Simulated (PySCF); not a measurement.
Gas-phase reaction: B3N3Cl3H3 + 3 BH + 3 Cl2 ⇌ 3 HBNH + 3 BCl3

Method: PySCF energies plus ideal-gas RRHO corrections (1 bar). † marks an energy on the PBE0/def2-TZVP geometry and frequencies; other levels use their own. MP2 freezes the core. 6-31G* has spherical d functions here. All species are closed-shell singlets. B3LYP is the form with VWN-RPA correlation. HBNH: computed as isolated molecules; such fragments, hydroxides, amides, oligomers or adducts are transient or little studied in the gas. MP2 isn't extrapolated to the basis-set limit; its ΔH°(298 K) is -1649.2 kJ in def2-SVP and -1533.4 kJ in def2-TZVPP. The harmonic model lacks anharmonicity and excited electronic states, which grow with temperature; levels with a mode under 35 cm⁻¹ are left out. Soft modes under 120 cm⁻¹ make the harmonic entropy rough for B3N3Cl3H3.

```
level               ΔE electronic, kJ  ΔH°(298 K), kJ  ΔS°(298 K), J/K  ΔG°(1600 K), kJ
------------------  -----------------  --------------  ---------------  ---------------
B3LYP/6-31G*                    -1481           -1462              -70            -1351
MP2/def2-TZVPP†                 -1550           -1533              -67            -1430
PBE/def2-SVP                    -1590           -1571              -73            -1454
PBE/def2-TZVP†                  -1504           -1488              -67            -1384
ωB97X-V/def2-TZVP†              -1436           -1419              -67            -1316
```
ΔH° is lowest at PBE/def2-SVP and highest at ωB97X-V/def2-TZVP†. No reference value is set beside these.
